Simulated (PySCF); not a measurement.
How methods differ on the ionisation energy of Hf(28+)

Hf(28+) [Kr] 4d8 [4d3/2^4 4d5/2^4, M_J = 4] → Hf(29+) [Kr] 4d7 [4d3/2^4 4d5/2^3, M_J = 9/2], as a difference of total energies. Calculation: PySCF 2.14, in an even-tempered Gaussian basis (17 s from 2.4 bohr⁻², ratio 2.8; 14 p from 3.1 bohr⁻², ratio 2.8; 10 d from 3.1 bohr⁻², ratio 2.8; 3 f from 15 bohr⁻², ratio 3); the two-component X2C-1e Hamiltonian. Correlated levels: [Ar] 3d10 frozen; the 102 highest virtual spinors dropped. "Screened" scales the spin-orbit matrix elements by Boettger's factors to mimic the two-electron term; Breit and QED terms are absent.

| method | ionisation energy (eV) |
| --- | --- |
| GHF (screened spin-orbit) | 1093.8 |
| GMP2 (screened spin-orbit) | 1094.2 |

Breit and QED terms and the two-electron picture change are absent.

The labels give the starting determinants; with spin-orbit coupling the two ends relaxed to ⟨J²⟩ = 20.00, ⟨L²⟩ = 12.87, ⟨S²⟩ = 1.87 and ⟨J²⟩ = 24.75, ⟨L²⟩ = 15.20, ⟨S²⟩ = 2.78.

For comparison: 1094 ± 4 eV (theoretical estimate listed by NIST; NIST Atomic Spectra Database, ionization energies).
